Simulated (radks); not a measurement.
Question: Neutral niobium: order these configurations by energy. Method: scalar-relativistic Kohn-Sham, LDA (Slater exchange, Perdew-Wang correlation), spin-polarised, spherical densities, finite nucleus; Fermi nuclear charge, rms radius of each element as measured or else 0.836 A^(1/3) + 0.57 fm; computed with a radial shooting solver on a logarithmic mesh with Libxc functionals. Open shells are filled with parallel spins first. [Kr] 4d3 5s1 5p1; [Kr] 4d3 5s2; [Kr] 4d4 5p1; [Kr] 4d4 5s1; [Kr] 4d5.

Answer: From the lowest, in eV above it: [Kr] 4d4 5s1 0.000; [Kr] 4d3 5s2 0.939; [Kr] 4d5 1.186; [Kr] 4d3 5s1 5p1 3.131; [Kr] 4d4 5p1 3.247.
